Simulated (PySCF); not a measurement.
CH4ClFSi. Atoms are numbered in the order given.

```xyz
8

F      1.9571    -0.2231     0.7951
C      1.3016    -0.8718    -0.2399
Si    -0.5679    -0.6934    -0.0227
Cl    -1.0860     1.2917    -0.2482
H      1.6295    -0.4431    -1.2039
H      1.5880    -1.9404    -0.2375
H     -0.9704    -1.1369     1.3347
H     -1.2567    -1.4912    -1.0726
```
Charge 0, spin multiplicity 1.

Geometry optimised at ωB97X-D3(BJ)/def2-SVP. The values are those of a single conformer.

All values below come from PBE/pcSseg-1 (PySCF).

GIAO shieldings, no solvent; atoms listed in one row are averaged. δ = σ(ref) − σ: ¹⁹F against CFCl3 (σ = 133.6 ppm); ¹³C against TMS (σ = 182.0 ppm); ²⁹Si against TMS (σ = 335.4 ppm); ³⁵Cl against HCl (σ = 936.5 ppm); ¹H against TMS (σ = 31.49 ppm), references at their B3LYP-D3(BJ)/def2-TZVP geometries, non-relativistic (without spin–orbit terms, shifts of atoms bonded to Cl or Br come out too high).

Computed chemical shifts:
```tsv
nucleus	atoms	count	δ (ppm)
¹⁹F	F1	1	-317.7
¹³C	C2	1	85.1
²⁹Si	Si3	1	-8.7
³⁵Cl	Cl4	1	-53.6
¹H	H7	1	5.64
¹H	H8	1	5.41
¹H	H5	1	5.17
¹H	H6	1	5.02
```
